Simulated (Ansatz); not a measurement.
Frontier orbitals of CH6OSi2.

Z-matrix (Å, degrees):
```
C
Si 1 1.858
H 1 1.091 2 111.4
H 1 1.097 2 108.5 3 -119.0
H 1 1.092 2 111.0 3 121.6
O 2 1.596 1 114.3 3 61.7
H 2 1.487 1 114.6 3 -167.8
Si 6 1.674 2 160.1 1 -5.9
H 8 1.504 6 105.5 2 -45.0
H 8 1.500 6 104.4 2 -155.8
```

Total charge 0; spin multiplicity 1. The bonds changed during the relaxation, so this is another structure than the one it started from. Geometry: relaxed with PBE0-D4/def2-TZVP. Basis def2-TZVPP, Ansatz.

Orbital energies of one run (eV). Highest occupied ones, from the top: -4.70, -8.07, -9.15, -10.37, -10.84, -11.08, -11.59, -11.80, -12.51, -15.78, -19.67, -27.67, -98.15, -98.16. Empty: -3.38, 0.00, 0.90, 1.53, 1.75, 1.95.

(1) Which functional gave them?
A. LC-ωPBE
B. BLYP
C. r2SCANh
D. CAM-B3LYP

Answers

(1) C. HOMO energies: r2SCANh -4.70, CAM-B3LYP -5.79, BLYP -4.27, LC-ωPBE -6.61 eV.

LC-ωPBE has ω = 0.4 bohr⁻¹.
